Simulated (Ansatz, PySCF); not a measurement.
SiOF, SMILES O=[Si]F, multiplicity 2. Atoms are numbered in the order given.

```xyz
3

Si     0.3742     0.0738     0.0000
O     -0.3604     1.4041     0.0000
F     -0.2760    -1.3733     0.0000
```
Charge 0, spin multiplicity 2.

The structure is a stationary point at PBE0-D3(BJ)/def2-TZVP.

Two levels are set side by side: PBE-D3(BJ)/def2-TZVP (Ansatz, a first-principles code) and PBE0-D3(BJ)/def2-TZVP (Ansatz). Each level has its own optimised geometry; the coordinates shown are those of the second. Frequencies come from the Hessian of PySCF at each geometry. Differences are taken from unrounded values.

```csv
quantity,PBE0-D3(BJ)
mean bond length (Å),1.553
bond Si1–O2 (Å),1.520
bond Si1–F3 (Å),1.586
highest harmonic wavenumber (cm⁻¹),1218
mean harmonic wavenumber (cm⁻¹),791
zero-point energy (kcal/mol),3.39
```

### Question
What does PBE-D3(BJ) give, and how far is it from PBE0-D3(BJ)? (Estimate from the structure and the level; the computed values follow.)

### Answer

```
quantity                            PBE-D3(BJ)  PBE-D3(BJ) minus PBE0-D3(BJ)
----------------------------------  ----------  ----------------------------
mean bond length (Å)                     1.576                         0.023
bond Si1–O2 (Å)                          1.540                         0.021
bond Si1–F3 (Å)                          1.611                         0.024
highest harmonic wavenumber (cm⁻¹)        1155                           -63
mean harmonic wavenumber (cm⁻¹)            745                           -46
zero-point energy (kcal/mol)              3.19                         -0.20
```

GGA bonds tend to be longer and softer than those of functionals with exact exchange. Differences between two approximate levels are no errors against the true value.
